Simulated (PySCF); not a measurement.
**Platinum: a sound run and one with changed settings**

Sound run: Pt [Xe] 4f14 5d9 6s1, Pt⁺ [Xe] 4f14 5d9. Computed with PySCF 2.14 in def2-SVP with the def2 core potential (60 electrons) (6s3p2d1f, 32 functions), with a scalar-relativistic core potential. The sound run starts from symmetry-adapted Hartree-Fock orbitals and uses a fine grid where one is needed.

A second run was set up differently.

```tsv
species	method	sound run (hartree)	changed run (hartree)	converged
Pt	UHF	-118.39352	-118.39352	yes
Pt	B3LYP	-119.30590	-119.31811	yes
Pt	PBE	-119.29677	-119.31379	yes
Pt⁺	UHF	-118.11499	-118.11499	yes
Pt⁺	B3LYP	-118.96612	-118.98137	yes
Pt⁺	PBE	-118.95284	-118.97866	yes
```

Ionisation energy of Pt:

```csv
method,sound run (eV),changed run (eV)
UHF,7.579,7.579
B3LYP,9.246,9.163
```

(1) What was changed?
A. level shift left on
B. angular grid far too coarse
C. minimal basis
D. too few SCF iterations

Results:

(1) B. It used 14 angular points. A coarse angular grid integrates products of high-l functions wrongly, so density functionals can shift, and the SCF can exploit the error; Hartree-Fock and MP2 need no grid.
